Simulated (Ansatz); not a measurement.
Geometry optimisation, RKS PBE0-D4/def2-mTZVP (Ansatz).

Input:

```yaml
crystal:
  periodic: [false, false, false]
  atoms:
    - { symbol: B, position_ang: [0.456523, -0.103988, -0.242417] }
    - { symbol: C, position_ang: [-0.060598, 1.05426, 0.711129] }
    - { symbol: C, position_ang: [-1.515898, 0.611616, 0.971538] }
    - { symbol: H, position_ang: [-1.558998, -0.461521, 1.114604] }
    - { symbol: C, position_ang: [0.137514, -0.060909, -1.778162] }
    - { symbol: C, position_ang: [1.2801, -1.292166, 0.362522] }
    - { symbol: H, position_ang: [-0.063928, 2.050216, 0.258121] }
    - { symbol: H, position_ang: [0.48098, 1.102856, 1.658933] }
    - { symbol: H, position_ang: [-2.151327, 0.852922, 0.117127] }
    - { symbol: H, position_ang: [-1.94153, 1.08564, 1.859057] }
    - { symbol: H, position_ang: [-0.648142, 0.645461, -2.061327] }
    - { symbol: H, position_ang: [-0.095488, -1.038631, -2.207629] }
    - { symbol: H, position_ang: [1.052387, 0.271784, -2.288616] }
    - { symbol: H, position_ang: [1.149151, -2.249376, -0.149333] }
    - { symbol: H, position_ang: [1.137843, -1.439854, 1.434989] }
    - { symbol: H, position_ang: [2.341213, -1.028411, 0.239464] }
basis:
  gaussian: { orbitals: def2-mTZVP }
hamiltonian:
  xc: pbe0
  dispersion: d4
relax:
  f_tol: 0.03
  max_steps: 50
```

Run as:

```bash
$ ansatz run input.yaml --threads 4 --pin off --max-ram 5120MiB --backend cpu --events-out ev --progress --plain --runs-dir out
```

Problem. Where does it end, and by what steps?

Solution. The forces met the threshold. The force dipped under the threshold on the way, but the program's further checks kept it going. After 6 steps the energy has fallen by 0.055 eV; H4 moved furthest, 0.49 Å.

```json
{"step": "0", "energy less start (eV)": "0.0000", "largest force component (eV/Å)": "0.438", "accepted": "yes"}
{"step": "1", "energy less start (eV)": "-0.0293", "largest force component (eV/Å)": "0.235", "accepted": "yes"}
{"step": "2", "energy less start (eV)": "-0.0374", "largest force component (eV/Å)": "0.528", "accepted": "yes"}
{"step": "3", "energy less start (eV)": "-0.0483", "largest force component (eV/Å)": "0.258", "accepted": "yes"}
{"step": "4", "energy less start (eV)": "-0.0540", "largest force component (eV/Å)": "0.022", "accepted": "yes"}
{"step": "5", "energy less start (eV)": "-0.0550", "largest force component (eV/Å)": "0.035", "accepted": "yes"}
{"step": "6", "energy less start (eV)": "-0.0552", "largest force component (eV/Å)": "0.027", "accepted": "yes"}
```

```xyz
16
Properties=species:S:1:pos:R:3
B 0.449 -0.131 -0.278
C -0.092 0.989 0.685
C -1.538 0.632 1.065
H -1.592 -0.327 1.589
C 0.179 -0.031 -1.821
C 1.275 -1.328 0.312
H -0.095 1.974 0.204
H 0.500 1.075 1.603
H -2.181 0.559 0.183
H -1.973 1.386 1.725
H -0.614 0.668 -2.100
H -0.013 -0.996 -2.301
H 1.100 0.348 -2.290
H 1.291 -2.232 -0.303
H 0.983 -1.596 1.333
H 2.320 -0.989 0.392
```

The run took 27 s on 4 threads of Arm Neoverse N1, on a shared host, peak memory 0.31 GiB.
